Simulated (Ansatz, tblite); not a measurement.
Cost and result up the ladder for the cluster Ag₂O⁻ (the lowest doublet isomer of a short search) (3 atoms). Total charge -1; doublet. Geometry: PBE-D4/def2-TZVPD.

```tsv
atom	x (Å)	y (Å)	z (Å)
Ag1	0.699	0.424	-1.273
Ag2	-1.370	-0.040	0.639
O3	0.671	-0.384	0.633
```

Ansatz on 4 threads of Arm Neoverse V1 on a shared host; xTB runs through tblite on one thread. Times are rough, summed over both states, and most runs start from the orbitals of an earlier one. PBE0-D4/def2-TZVPD serves as the yardstick here, not as an exact answer. The other state is a singlet.

In the def2 sets Ag takes a core potential; there is no spin–orbit coupling. The xTB rows come from tblite. The structure comes from a short search, and lower isomers may exist.

Raw xTB energies of ions are shifted by several eV, and xTB has no spin-polarisation term.

```json
{"level": "GFN1-xTB", "functions": "22", "wall time": "0.004 s", "vertical IE (eV)": "4.30", "difference from PBE0-D4/def2-TZVPD (eV)": "2.99", "remarks": "–"}
{"level": "GFN2-xTB", "functions": "22", "wall time": "0.005 s", "vertical IE (eV)": "4.65", "difference from PBE0-D4/def2-TZVPD (eV)": "3.34", "remarks": "–"}
{"level": "PBE-D4/def2-TZVPD", "functions": "120", "wall time": "2.5 s", "vertical IE (eV)": "1.52", "difference from PBE0-D4/def2-TZVPD (eV)": "0.21", "remarks": "HOMO above zero (-1 doublet)"}
{"level": "PBE0-D4/def2-TZVPD", "functions": "120", "wall time": "5.7 s", "vertical IE (eV)": "1.31", "difference from PBE0-D4/def2-TZVPD (eV)": "0.00", "remarks": "HOMO above zero (-1 doublet)"}
{"level": "r2SCAN-D4/def2-TZVPD", "functions": "120", "wall time": "6.6 s", "vertical IE (eV)": "1.47", "difference from PBE0-D4/def2-TZVPD (eV)": "0.16", "remarks": "HOMO above zero (-1 doublet)"}
```
